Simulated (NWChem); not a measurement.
System: C2H5BFN; SMILES FB(C=C)N

Input file for NWChem:

```
start job
memory heap 200 mb stack 900 mb global 1100 mb
geometry units angstroms
  B     -0.274060     0.176716     0.275175
  F     -1.565755     0.116373     0.641231
  C      0.224321    -0.763498    -0.870852
  C      1.461964    -0.827080    -1.346967
  H     -0.517824    -1.420184    -1.310537
  H      1.745025    -1.499198    -2.142233
  H      2.254979    -0.205759    -0.960910
  N      0.519901     1.086130     0.959453
  H      0.154361     1.671386     1.690774
  H      1.496848     1.225051     0.779825
end
basis spherical
  * library 6-31g*
end
dft
  xc b3lyp
  iterations 150
end
driver
  maxiter 120
end
task dft optimize
task dft freq
```

The optimisation ended at a saddle point (imaginary frequency).

The level has its own optimisation; frequencies are unscaled.

Q: Give the results of this calculation. (B3LYP/6-31G* (spherical d).) Quantities: r B–F (Å); r B–C (Å); r B–N (Å); r C–C (Å); highest harmonic frequency (cm⁻¹); lowest (cm⁻¹); zero-point energy (kcal/mol); dipole (D).

A: 
```
Property                           Value
---------------------------------  -----
r B–F (Å)                          1.352
r B–C (Å)                          1.564
r B–N (Å)                          1.404
r C–C (Å)                          1.339
highest harmonic frequency (cm⁻¹)   3703
lowest (cm⁻¹)                        -59
zero-point energy (kcal/mol)        47.9
dipole (D)                          2.20
```
